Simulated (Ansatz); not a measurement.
The cluster Hf₂Si, relaxed as a quintet with UKS r2SCAN-D4/def2-TZVP in Ansatz, starting from the r2SCAN-D4/def2-TZVP geometry of the neutral singlet. Force threshold 0.02 eV/Å.

In the def2 sets Hf takes a core potential; there is no spin–orbit coupling. At r2SCAN-D4/def2-TZVP a triplet of charge 0 lies 0.65 eV below the quintet, each at its own geometry. The structure comes from a short search, and lower isomers may exist.

Start:

```xyz
3

Hf    0.314    1.319   -0.573
Hf    0.019   -0.263    1.448
Si   -0.333   -1.055   -0.875
```

(1) Estimate the energy that the relaxation releases and the steps that it takes.

(2) Does the start keep its bonding and symmetry?

(3) Predict the relaxed structure.

## Answers

(1) 0.9 kcal/mol, in 5 steps; 35 s on 2 threads of Arm Neoverse V2 on a shared host. The force fell under the threshold at step 4, but the optimiser went on. No frequencies were taken in this run, so the end may be a saddle point.

(2) By distances, no bond broke or formed. The bond that changes most is Hf1–Hf2, from 2.58 to 2.66 Å (atoms count from 1). Point group C2v at the start, Cs at the end, both within 0.05 Å.

(3) 
```xyz
3

Hf    0.323    1.360   -0.596
Hf    0.015   -0.285    1.472
Si   -0.338   -1.075   -0.875
```
Bond lengths (bridged metal pairs left out): 2 × Hf–Si 2.50 to 2.54 Å; 1 × Hf–Hf 2.66 Å.
